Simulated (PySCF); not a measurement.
C3H7BO3, SMILES CC(=O)CB(O)O, GFN2-xTB optimised geometry.

```
14

C     -0.66    -1.31    -0.05
C      0.14    -0.04     0.00
O      1.36    -0.04     0.00
C     -0.64     1.24     0.00
B     -0.14     2.17    -1.23
O      1.16     2.19    -1.59
O     -1.05     2.94    -1.86
H     -1.29    -1.30    -0.93
H      0.00    -2.17    -0.08
H     -1.30    -1.37     0.82
H     -1.71     1.06    -0.02
H     -0.39     1.79     0.91
H      1.71     1.57    -1.11
H     -0.69     3.48    -2.56
```

Density from PySCF 2.14.0 with B3LYP/def2-TZVP at that geometry.

Minimum of the electron density along straight lines between bonded atoms, close to the bond critical point (lines longer than 1.1 times the sum of covalent radii, or with two minima, are not listed):

```json
[
 {"bond": "C1–C2", "length / Å": "1.504", "ρ at the minimum / e bohr⁻³": "0.265", "∇²ρ there / e bohr⁻⁵": "-0.71", "position (fraction from the first atom)": "0.48"},
 {"bond": "C2–O3", "length / Å": "1.215", "ρ at the minimum / e bohr⁻³": "?", "∇²ρ there / e bohr⁻⁵": "-0.22", "position (fraction from the first atom)": "0.34"},
 {"bond": "C2–C4", "length / Å": "1.496", "ρ at the minimum / e bohr⁻³": "0.267", "∇²ρ there / e bohr⁻⁵": "-0.70", "position (fraction from the first atom)": "0.52"},
 {"bond": "C4–B5", "length / Å": "1.623", "ρ at the minimum / e bohr⁻³": "?", "∇²ρ there / e bohr⁻⁵": "?", "position (fraction from the first atom)": "0.67"},
 {"bond": "B5–O6", "length / Å": "1.346", "ρ at the minimum / e bohr⁻³": "0.220", "∇²ρ there / e bohr⁻⁵": "0.96", "position (fraction from the first atom)": "0.33"},
 {"bond": "B5–O7", "length / Å": "1.347", "ρ at the minimum / e bohr⁻³": "0.218", "∇²ρ there / e bohr⁻⁵": "0.96", "position (fraction from the first atom)": "0.33"},
 {"bond": "C1–H8", "length / Å": "1.088", "ρ at the minimum / e bohr⁻³": "0.278", "∇²ρ there / e bohr⁻⁵": "-0.95", "position (fraction from the first atom)": "0.64"},
 {"bond": "C1–H9", "length / Å": "1.087", "ρ at the minimum / e bohr⁻³": "0.283", "∇²ρ there / e bohr⁻⁵": "-0.99", "position (fraction from the first atom)": "0.64"},
 {"bond": "C1–H10", "length / Å": "1.088", "ρ at the minimum / e bohr⁻³": "0.278", "∇²ρ there / e bohr⁻⁵": "-0.95", "position (fraction from the first atom)": "0.64"},
 {"bond": "C4–H11", "length / Å": "1.086", "ρ at the minimum / e bohr⁻³": "0.281", "∇²ρ there / e bohr⁻⁵": "-0.97", "position (fraction from the first atom)": "0.64"},
 {"bond": "C4–H12", "length / Å": "1.092", "ρ at the minimum / e bohr⁻³": "0.271", "∇²ρ there / e bohr⁻⁵": "-0.90", "position (fraction from the first atom)": "0.64"},
 {"bond": "O6–H13", "length / Å": "0.967", "ρ at the minimum / e bohr⁻³": "0.350", "∇²ρ there / e bohr⁻⁵": "-2.43", "position (fraction from the first atom)": "0.81"},
 {"bond": "O7–H14", "length / Å": "0.958", "ρ at the minimum / e bohr⁻³": "0.362", "∇²ρ there / e bohr⁻⁵": "-2.49", "position (fraction from the first atom)": "0.81"}
]
```

Task: Fill in the missing entries.

Result: 
- C2–O3, ρ at the minimum / e bohr⁻³: 0.418
- C4–B5, ρ at the minimum / e bohr⁻³: 0.172
- C4–B5, ∇²ρ there / e bohr⁻⁵: -0.36
